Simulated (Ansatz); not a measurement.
Coupled-cluster diagnostics for the cluster Be₂F₃, Ansatz.

Geometry of the doublet (r2SCAN-D4/def2-TZVP):

```xyz
5

Be   -0.903   -0.214   -0.008
Be    0.904    0.214    0.008
F    -0.155    0.691   -1.100
F     0.302   -1.272   -0.063
F    -0.148    0.580    1.164
```

Correlated methods freeze 3 core orbitals. In CCSD on the charge 0 doublet the largest single amplitude is 0.16, so its Hartree–Fock determinant may place the open shell otherwise than the density functionals do. Another isomer (doublet) lies 1.62 eV lower at PBE0-D4/def2-TZVP; other spin states weren't run for this one.

**Question.** Estimate the CCSD(T) correlation energy, the shares of MP2 and (T), T1 and the reference's ⟨S²⟩ for: charge 0, doublet, own geometry in def2-TZVPP; and the rough time on 4 threads of Arm Neoverse V1 on a shared host.

**Answer.** 
```
                          state       basis  correlation (eV)  MP2 share (%)  (T) share (%)     T1  ⟨S²⟩ (pure)  wall time                 remarks
charge 0, doublet, own geometry  def2-TZVPP           -25.303           96.6            2.7  0.025  0.76 (0.75)    1.9 min  flagged by the program
```
Customary marks for T1 are 0.02 (closed shells), 0.045 (open shells) and about 0.05 (3d metals). T1 exceeds 0.02 in 1 of 1 rows and 0.045 in 0; the higher it lies, the less the single-reference result can be trusted.
